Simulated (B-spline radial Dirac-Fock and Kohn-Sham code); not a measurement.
Core-hole lifetimes of Co⁺

System: Co⁺, configuration [Ar] 3d8.

Input file task.json (cfg lists n, l and occupation; rrms is the nuclear radius in fm):

```json
{"items": [{
  "Z": 27,
  "q": 1,
  "cfg": [[1, 0, 2], [2, 0, 2], [2, 1, 6], [3, 0, 2], [3, 1, 6], [3, 2, 8]],
  "A": 59,
  "rrms": 3.7875,
  "do": ["binding", "quiet", "decay"],
  "holes": ["K", "L1", "L2", "L3", "M1", "M2", "M3"]
}]}
```

Launch: `python xray_run.py task.json out`

These are calculated numbers from a radial B-spline solver; the model is a relativistic independent-particle model: LDA orbitals of the hole state, radiative multipoles to third order, Auger rates from the Coulomb interaction with a continuum orbital, Dirac-Fock energies.

Partial widths are in eV. Coster-Kronig decay leaves a hole in the same principal shell; its rates are the weakest part of the model, often 1.5 to 2.5 times too large and more for N holes. Holes without an open Auger channel, or with an unreliable SCF state, are not listed.

```csv
hole,radiative,Auger,Coster-Kronig,total,fluorescence yield,lifetime (fs)
K (1s),0.485,0.775,0,1.26,0.385,0.523
L1 (2s),0.00342,0.345,7.56,7.90,0.000432,0.0833
L2 (2p1/2),0.00331,0.478,0,0.482,0.00688,1.37
L3 (2p3/2),0.00328,0.490,0,0.493,0.00664,1.33
M1 (3s),3.27e-05,0,3.57,3.57,9.16e-06,0.184
M2 (3p1/2),6.96e-05,0,2.46,2.46,2.83e-05,0.267
M3 (3p3/2),6.60e-05,0,2.39,2.39,2.76e-05,0.275
```
